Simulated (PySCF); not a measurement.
B3LYP has the VWN-RPA correlation part, as in Gaussian. Delta-SCF ions had no search for a lower state. 

Cartesian coordinates (Å):
```xyz
4

Al     0.0000     0.0000     0.0000
H      1.4475    -0.6424     0.0860
H     -1.2792    -0.9346    -0.0749
H     -0.1683     1.5770    -0.0111
```
Charge 0, multiplicity 1.

Q: Predict the HOMO–LUMO gap, LUMO, HOMO, dipole moment, vertical ionisation energy (Delta-SCF) and total energy from B3LYP-D3(BJ)/def2-TZVP // B3LYP-D3(BJ)/def2-SVP run with PySCF.

A: 
- HOMO–LUMO gap = 6.42 eV
- LUMO = -1.98 eV
- HOMO = -8.39 eV
- dipole moment = 0.00 D
- vertical ionisation energy (Delta-SCF) = 11.20 eV
- total energy = -244.2345 Ha
